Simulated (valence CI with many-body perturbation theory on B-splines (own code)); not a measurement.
## Ag XXV: magnetic and hyperfine properties of the levels

Computed by configuration interaction combined with many-body perturbation theory (CI+MBPT): five valence electrons over a frozen Dirac-Fock core [Ar], a basis of 7 s, 7 p, 8 d, 6 f, 4 g, 1 h functions for each j, with the one-electron correlation potential Σ1, the two-electron term Σ2, the three-electron term Σ3, Breit, model QED; selected CI, second order for the rest (own B-spline code, finite nucleus).

No measured levels were compared; by estimate terms of the open shell hold to 2 to 4 % of their energy, and close levels can change places. Core correlation moves these levels by up to 13000 cm⁻¹, and in measured spectra 5 to 20 % of such shifts remained as error; rates that hang on mixing are uncertain with them. Only levels of the ground parity were solved; by the run's estimate the other parity begins above the list, which can be wrong where configurations are misplaced.

A/g_I is the dipole constant over the nuclear g factor μ/I (μ in nuclear magnetons, uniformly magnetised nucleus), B/Q the quadrupole constant per barn. Both hold the static response of the core; the bare values leave it out. Large factors of s and p1/2 electrons are usually good to 5 to 10 %; those of open d and f shells near neutrality can be off by tens of per cent, and small factors of p3/2, d and f electrons come from cancelling terms and can be off by a factor of two or in sign, in half-filled shells by more. B is blank for J = 1/2, where it vanishes, and for nearly pure S terms. Energies count from the lowest level.

Names give the largest LS component (configuration and term), which can be under half, so a name can repeat, a term be missing and a line seem to break the LS rules; names also repeat where a configuration has a term twice. Letters in brackets count levels of one name in rising energy.

```tsv
Level	E (eV)	g	A/g_I (MHz)	A/g_I bare	B/Q (MHz/b)	B/Q bare
3d5 6S_5/2	0.000	1.922	2.29	814	779	790
3d5 4G_5/2 [a]	10.648	1.057	7410	7510	10500	10700
3d5 4G_7/2	14.151	1.083	8370	8490	8550	8750
3d5 4P_3/2	14.637	1.387	7900	8260	8580	8770
3d5 4G_11/2	14.647	1.217	8980	9200	-48.9	-53.9
3d5 4G_5/2 [b]	15.279	1.059	7480	7580	3960	4060
3d5 4G_9/2	15.535	1.165	8370	8550	6870	7030
3d5 4P_1/2	16.643	1.915	-3400	-2580		
3d5 4D_7/2	18.976	1.298	6220	6510	2370	2420
3d5 4D_5/2	19.979	1.271	7750	8020	-601	-616
3d5 2I_11/2	21.590	0.998	10200	10200	1050	1070
3d5 4D_1/2	21.725	0.690	18700	18500		
3d5 4D_3/2	22.236	1.303	10000	10300	-4990	-5110
3d5 2F_7/2 [a]	22.585	1.123	9990	10100	-10900	-11200
3d5 2I_13/2	23.571	1.073	10200	10300	-30.7	-27.5
3d5 2G_9/2 [a]	23.679	1.158	8330	8500	-686	-714
3d5 4F_3/2	23.680	0.733	13900	13700	-544	-553
3d5 2F_5/2 [a]	24.909	1.052	8900	8990	824	852
3d5 4F_5/2	27.613	1.093	8790	8910	-8390	-8580
3d5 2H_9/2	27.697	1.095	9410	9530	1550	1580
3d5 2G_7/2 [a]	28.843	1.014	11700	11800	119	116
3d5 2D_3/2 [a]	30.214	0.680	15700	15400	-1200	-1220
3d5 2F_5/2 [b]	30.404	1.010	8180	8240	2370	2430
3d5 2F_7/2 [b]	30.741	1.095	9740	9860	-3140	-3220
3d5 4F_7/2	32.828	1.159	8850	9020	-8050	-8230
3d5 2H_11/2	32.921	1.061	9990	10100	-1060	-1070
3d5 2S_1/2	33.259	1.947	-2000	-1160		
3d5 2G_9/2 [b]	33.499	1.093	9230	9350	2140	2190
3d5 2D_5/2 [a]	36.491	1.074	9160	9270	2070	2130
3d5 2D_3/2 [b]	37.135	0.822	11700	11600	-6600	-6750
3d5 2D_5/2 [b]	40.278	1.124	7970	8120	-5030	-5150
3d5 2G_9/2 [c]	41.311	1.108	9080	9210	-9850	-10100
3d5 2G_7/2 [b]	42.799	0.919	11900	11900	11000	11300
3d5 2P_3/2	47.397	1.235	8700	8930	-9330	-9550
3d5 2P_1/2	50.140	0.771	681	575		
3d5 2D_5/2 [c]	53.806	1.193	7140	7340	-6520	-6670
3d5 2D_3/2 [c]	55.572	0.882	15800	15800	14100	14400
```

Question: Take the isotope of mass number 107, with I = 1/2, μ = -0.11352 μN. What is the hyperfine structure of 3d5 4P_3/2?

Answer: From the table A = -1790 MHz. Shifts from the centre of gravity in MHz: F = 1: 2240, F = 2: -1340.
